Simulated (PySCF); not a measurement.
NbOCl₃, SMILES [Cl][Nb](=[O])([Cl])[Cl], multiplicity 1.

Geometry optimised at B3LYP-D3(BJ)/def2-SVP. The multiplicity is an assumed one; no other spin state was optimised. The isomer is the one that the SMILES or the coordinates give; other isomers of the formula were not compared. The def2 effective core potentials stand for the cores of Nb; spin–orbit coupling is left out.

Two levels are set side by side: TDDFT-PBE/def2-SVPD (PySCF) and TDDFT-PBE0/def2-SVPD (PySCF). Vertical, same geometry. The lowest singlet is HOMO→LUMO 50 %, HOMO−1→LUMO+1 50 % with PBE and HOMO→LUMO 49 %, HOMO−1→LUMO+1 49 % with the other functional; states are paired by order. Differences are taken from unrounded values.

| quantity | TDDFT-PBE0 |
|---|---|
| lowest singlet excitation (eV) | 4.74 |
| lowest triplet excitation (TDA) (eV) | 4.58 |

Task: What does TDDFT-PBE give, and how far is it from TDDFT-PBE0? (An estimate is asked for; the answer gives what the named calculation found.)

Result: 
```csv
quantity,TDDFT-PBE,TDDFT-PBE minus TDDFT-PBE0
lowest singlet excitation (eV),4.28,-0.46
lowest triplet excitation (TDA) (eV),4.11,-0.46
```

A lower first singlet is the usual sign of a functional without exact exchange. Differences between two approximate levels are no errors against the true value.

Rough cost on one machine, each run with all the roots and properties that it gave: TDDFT-PBE0 against TDDFT-PBE about 2 times.
